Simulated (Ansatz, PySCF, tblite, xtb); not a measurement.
Potential energy curve for PH, triplet.

- GFN1-xTB (xtb)
- UKS-B3LYP/LANL2DZ = unrestricted B3LYP/LANL2DZ, with its core potentials past Ne (PySCF)
- GFN2-xTB, 300 K electronic temperature (tblite)
- FCI = full CI/cc-pVTZ, frozen core (Ansatz, a quantum-chemistry and plane-wave program)

Energies relative to the lowest point of each curve near equilibrium, in mEh; the last columns give the difference from FCI:

| R / Å | GFN1-xTB | UKS-B3LYP/LANL2DZ | GFN2-xTB | FCI | GFN1-xTB − FCI | UKS-B3LYP/LANL2DZ − FCI | GFN2-xTB − FCI |
|---|---|---|---|---|---|---|---|
| 1.07 | 86.9 | 102.1 | 88.1 | 90.2 | -3.4 | 11.8 | -2.1 |
| 1.14 | 45.8 | 60.6 | 44.3 | 51.0 | -5.2 | 9.6 | -6.7 |
| 1.22 | 19.0 | 29.9 | 16.9 | 23.0 | -4.0 | 6.9 | -6.1 |
| 1.27 | 9.4 | 17.4 | 7.7 | 12.2 | -2.7 | 5.3 | -4.5 |
| 1.33 | 2.9 | 7.6 | 1.9 | 4.3 | -1.4 | 3.3 | -2.4 |
| 1.39 | 0.2 | 2.1 | 0.0 | 0.6 | -0.4 | 1.5 | -0.6 |
| 1.43 | 0.0 | 0.3 | 0.3 | 0.0 | 0.0 | 0.3 | 0.3 |
| 1.50 | 1.9 | 0.0 | 2.8 | 1.6 | 0.3 | -1.6 | 1.2 |
| 1.51 | 2.3 | 0.2 | 3.4 | 2.1 | 0.3 | -1.9 | 1.3 |
| 1.56 | 5.3 | 1.9 | 6.5 | 5.0 | 0.3 | -3.1 | 1.5 |
| 1.66 | 13.6 | 8.1 | 14.5 | 13.4 | 0.2 | -5.2 | 1.1 |
| 1.74 | 22.2 | 14.9 | 21.9 | 21.5 | 0.7 | -6.6 | 0.4 |
| 1.92 | 45.6 | 33.2 | 40.1 | 41.5 | 4.1 | -8.3 | -1.4 |
| 2.11 | 71.5 | 53.5 | 59.9 | 61.6 | 9.9 | -8.1 | -1.7 |
| 2.39 | 106.5 | 77.8 | 87.1 | 84.8 | 21.6 | -7.0 | 2.3 |
| 2.54 | 123.0 | 86.6 | 99.7 | 93.5 | 29.5 | -6.9 | 6.2 |
| 2.84 | 150.4 | — | 119.9 | 104.0 | 46.3 | — | 15.9 |
| 3.12 | 169.0 | — | 133.2 | 108.4 | 60.6 | — | 24.8 |
| 3.56 | 186.7 | — | 145.0 | 110.9 | 75.8 | — | 34.1 |
| 3.85 | — | — | 148.3 | 111.4 | — | — | 36.9 |
| 4.29 | — | — | 150.1 | 111.8 | — | — | 38.3 |
| 5.01 | — | — | 150.6 | 111.9 | — | — | 38.7 |
| 5.68 | — | — | 150.7 | 111.9 | — | — | 38.8 |

GFN1-xTB is furthest from FCI at 3.56 (75.8 mEh, above); its mean absolute difference over the points is 14.0 mEh.

UKS-B3LYP/LANL2DZ is furthest from FCI at 1.07 (11.8 mEh, above); its mean absolute difference over the points is 5.5 mEh.

GFN2-xTB is furthest from FCI at 5.68 (38.8 mEh, above); its mean absolute difference over the points is 11.6 mEh.

A dash means that the run gave no value there, or that the column was ended at a point which the program doubted or which failed a test of continuity chosen for this set; such a test can also cut sound points.

The unrestricted determinant behind UKS-B3LYP/LANL2DZ is spin-contaminated at 2.39 to 5.68 Å (<S²> up to 3.0, against 2.00 for a pure triplet).
